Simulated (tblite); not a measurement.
Run record: tight-binding relaxation, `FCC1=C[CH2][GeH2][CH]1` [radical].

Computed with GFN2-xTB geometry optimisation, gas phase (tblite 0.8.0). Start geometry: from a force field or distance geometry. A driver script takes a list of jobs; this job's settings line and coordinates (Å) are shown.

Command:
```bash
OMP_NUM_THREADS=1 python probes_run.py task.json out
```

Input:
```
{"job": {"kind": "relax", "xc": "GFN2-xTB", "basis": "xTB"}, "charge": 0, "multiplicity": 2}
F      2.681700    -1.227300     0.562200
C      2.194900    -0.387200    -0.444300
C      0.764000    -0.073500    -0.183200
C     -0.181100    -1.030000    -0.194400
C     -1.610200    -0.668900     0.068200
Ge    -1.593500     1.243700     0.288200
C      0.322700     1.349100     0.055700
H      2.316000    -0.891300    -1.413600
H      2.813900     0.533600    -0.444000
H      0.082800    -2.076900    -0.356000
H     -2.237700    -0.944800    -0.814800
H     -1.984800    -1.164900     0.983500
H     -2.019100     1.654300     1.734000
H     -2.335600     1.962100    -0.861200
H      0.781700     1.729900     0.997900
```

What does the run print?

```
step      E/eV     max force
  0    -579.91592    2.815
  1    -580.13605    1.788
  2    -580.28188    1.220
  3    -580.38482    1.207
  4    -580.52141    1.023
  5    -580.57683    0.759
  6    -580.65870    0.856
  7    -580.69878    0.672
  8    -580.73384    0.461
  9    -580.75431    0.781
... (116 lines left out)
126    -580.89758    0.039
127    -580.89786    0.045
128    -580.89794    0.029
129    -580.89805    0.025
130    -580.89816    0.023
131    -580.89825    0.022
132    -580.89836    0.022
133    -580.89833    0.056
134    -580.89848    0.011
135    -580.89852    0.010
```

«max force» is the largest atomic force in eV/Å.

From which step on does the largest force stay under 0.1 eV/Å, and how much energy is left to gain from there?

From step 112 (0.088 eV/Å), 3.0 meV above the end.

In short: energy lowered by 22.7 kcal/mol over 135 steps; largest atomic force 0.010 eV/Å at the end.

Where do the atoms end?

0.567 Å rms from the input after alignment:
```
atom  x, y, z in Å
F1     2.4643   -1.7042   -0.3920
C2     2.2009   -0.3602   -0.3051
C3     0.7379   -0.0769   -0.0990
C4    -0.1947   -1.0864   -0.0475
C5    -1.6249   -0.7327    0.1568
Ge6   -1.6093    1.2491    0.2837
C7     0.3001    1.2365    0.0425
H8     2.5577    0.0914   -1.2387
H9     2.7945    0.0233    0.5334
H10    0.0908   -2.1211   -0.1520
H11   -2.2269   -1.1109   -0.6728
H12   -2.0098   -1.2238    1.0538
H13   -2.0912    1.8059    1.5971
H14   -2.3901    1.9624   -0.7884
H15    0.9962    2.0559    0.0063
```

Hardware: Arm Neoverse V1, one thread, shared host with 32 logical CPUs at a one-minute load of 30. Cost: 0.86 s wall.
Labels such as C1 count atoms from 1, the log's own numbers from 0.
